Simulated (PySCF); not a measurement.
## How methods differ on the ionisation energy of Se⁺

Se⁺ [Ar] 3d10 4s2 4p3 (4S) → Se²⁺ [Ar] 3d10 4s2 4p2 (3P), as a difference of total energies. Computed with PySCF 2.14 in cc-pVDZ-DK (5s4p2d, 27 functions), with the spin-free X2C one-electron Hamiltonian (Gaussian nucleus). Correlated levels: valence: [Ar] 3d10 frozen. The calculations carry no spin-orbit coupling.

```csv
method,ionisation energy (eV)
UHF,20.857
PBE,21.339
B3LYP,21.327
MP2 (valence),21.207
SCS-MP2 (valence),21.084
CCSD (valence),21.156
CCSD(T) (valence),21.158
```

Question: How much does correlation contribute at CCSD(T) (valence)?

Answer: 21.158 − (20.857) = 0.301 eV, measured against UHF.

The reference lies between the lowest fine-structure levels, while these numbers refer to the centres of the terms.

Errors of the correlated levels include the incompleteness of this basis and the frozen core.

For comparison: 21.196 ± 0.01 eV (measured; NIST Atomic Spectra Database, ionization energies).
